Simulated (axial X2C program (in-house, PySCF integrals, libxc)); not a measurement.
**SbB with a deliberately poor setting**

Computed with an in-house all-electron X2C program for linear molecules (integrals from PySCF).

Input file and command:
```json
{
 "zs": [
  51,
  5
 ],
 "q": 0,
 "bas": [
  "dyall-v3z",
  "dyall-v3z"
 ],
 "levels": [
  "PBE0",
  "HF",
  "r2SCAN0",
  "B3LYP"
 ],
 "cc": false,
 "r0": 2.25,
 "npts": 10,
 "nst": 2,
 "ntry": 6,
 "opt": {
  "auxb": 4.0
 }
}
```
```bash
python so2c.py task.json out
```

Keys: zs atomic numbers; q charge; bas basis sets; levels methods; cc coupled cluster on or off; r0 starting distance in Å; npts points on the curve; nst determinants followed; ntry starts of the search; auxb ratio of fitting exponents. HF also brings MP2.

Question: One numerical setting was spoiled on purpose. Which, and what came out?

Answer: Density fitting set too sparse. States: spin-free M_S = 1, Λ = 1; 2c Ω = 2. The apparent results, which are not to be taken for properties of SbB:

```tsv
Hamiltonian	level	points converged	Re (Å)	ωe (cm⁻¹)	De (eV)	curve-fit residual (μEh)
spin-free	PBE0	10 of 10	2.051	699	2.55	0.29
spin-free	HF	6 of 10	2.015	767	1.16	1.5
spin-free	MP2	6 of 6	2.032	682	2.76	0.93
spin-free	r2SCAN0	10 of 10	2.043	714	2.34	0.49
spin-free	B3LYP	10 of 10	2.067	670	2.51	0.28
2c	PBE0	10 of 10	2.054	692	2.65	0.35
2c	HF	8 of 10	2.020	756	1.30	0.47
2c	MP2	8 of 8	2.024	730	2.82	4.2
2c	r2SCAN0	10 of 10	2.046	710	2.45	0.7
2c	B3LYP	10 of 10	2.071	661	2.58	0.29
```
